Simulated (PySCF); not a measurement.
C₃H₁₁NSi₂, SMILES C(N([SiH3])C[SiH3])=C.

Geometry: B3LYP-D3(BJ)/def2-SVP. This is a generated structure with no PubChem entry under its InChIKey; it may be hypothetical. The values are those of a single conformer.

Two levels are set side by side: TDA-PBE/def2-SVPD (PySCF) and TDA-LC-ωPBE/def2-SVPD (PySCF). Vertical, same geometry. The lowest singlet is HOMO→LUMO+1 50 %, HOMO→LUMO 49 % with PBE and HOMO→LUMO 33 %, HOMO→LUMO+1 26 %, HOMO→LUMO+4 15 %, HOMO→LUMO+2 12 % with the other functional; states are paired by order. Differences are taken from unrounded values.

| quantity | TDA-LC-ωPBE | TDA-PBE | TDA-PBE minus TDA-LC-ωPBE |
|---|---|---|---|
| lowest singlet excitation (eV) | 6.03 | 4.35 | -1.68 |
| lowest triplet excitation (TDA) (eV) | 3.76 | 3.76 | 0.00 |
| first bright state (f over 0.05) (eV) | 6.15 | 5.21 | -0.94 |
| its oscillator strength | 0.31 | 0.10 | -0.21 |

Functionals without exact exchange tend to place singlet excitations lower, as here. Differences between two approximate levels are no errors against the true value.

Rough cost on one machine, each run with all the roots and properties that it gave: TDA-LC-ωPBE against TDA-PBE about 3 times.
